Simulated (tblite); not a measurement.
Species: C₆H₆FO (doublet state).
Structure used (GFN2-xTB), in Å, numbered top down from 1:
```
atom  x, y, z in Å
O1    -0.1074    2.6277    0.0303
C2     0.0396    1.4611   -0.2431
C3     1.2905    0.7113   -0.1745
C4     1.3219   -0.5895    0.1179
C5     0.0807   -1.3639    0.4558
C6    -1.1284   -0.5211    0.3105
F7    -1.9015   -0.3858    1.4111
C8    -1.1574    0.5668   -0.6672
H9     2.1944    1.2748   -0.3489
H10    2.2487   -1.1437    0.1301
H11    0.1429   -1.7553    1.4748
H12    0.0339   -2.2284   -0.2185
H13   -0.9790    0.2026   -1.6806
H14   -2.0797    1.1430   -0.6199
```

Calculated harmonic vibrations of the isolated species, GFN2-xTB (tblite), most abundant isotopes, no scaling. The method is semi-empirical: single wavenumbers can be off by several per cent or more. One conformer, not necessarily the lowest. Open shells enter through the occupations alone, without spin polarisation, and single modes of such species can be off by tens of per cent.

Harmonic wavenumbers (cm⁻¹): 82.2, 96.5, 270.1, 295.8, 393.0, 406.3, 442.9, 481.0, 573.6, 719.5, 736.0, 809.6, 857.2, 884.7, 899.2, 939.7, 986.6, 1029.5, 1073.4, 1105.1, 1159.0, 1202.6, 1227.7, 1300.7, 1309.4, 1320.0, 1413.5, 1424.0, 1640.9, 1737.0, 2903.4, 2958.9, 2972.8, 3032.5, 3073.0, 3095.6.

A = 2942, B = 2163, C = 1451 MHz; mass 113.040 u (most abundant isotopes); point group C1, symmetry number 1; spin multiplicity 2.

Task: What is the zero-point energy?

Result: Half the sum of the wavenumbers: 22426 cm⁻¹ = 268.28 kJ/mol.

Task: Give the ideal-gas entropy at 500 K and 1 bar in the rigid-rotor, harmonic-oscillator model (classical rotation).

Result: Translation 178.57, rotation 123.37, vibration 128.49, spin (R ln 2) 5.76: S = 436.2 J/(mol K).

Task: And Cp and H(500 K) − H(0)?

Result: Cp = 181.87 J/(mol K), of which vibrations give 148.61 (their classical limit is 36 R = 299.3); H(500 K) − H(0) = 52.43 kJ/mol without the zero-point energy, 35.80 from vibrations.

Task: Blend soft modes into free rotors: weight 1/[1 + (100 cm⁻¹/ν̃)⁴] for the oscillator and the rest for a rotor with moment μB/(μ + B), μ = h/(8π²ν), B = 10⁻⁴⁴ kg m². What vibrational entropy results?

Result: 122.23 J/(mol K) in place of 128.49, which changes −T·S at 500 K by +3.13 kJ/mol.

Task: Which modes carry the vibrational entropy at 500 K?

Result: 82.2 cm⁻¹: 20.32; 96.5 cm⁻¹: 18.99; 270.1 cm⁻¹: 10.62; 295.8 cm⁻¹: 9.90; 393.0 cm⁻¹: 7.72; 406.3 cm⁻¹: 7.47 J/(mol K); the other 30 give 53.46 together.

Hindered rotation and anharmonicity are outside this model. Other conformers, if any are populated, would add a mixing term that is left out. The structure is chiral; the term R ln 2 for an equal mix with its mirror image is left out.

Time: 0.3 s of wall time. Hardware: one thread of an Arm Neoverse V2, shared host with 96 logical CPUs at a one-minute load of 61. This covers the Hessian and the dipole derivatives.
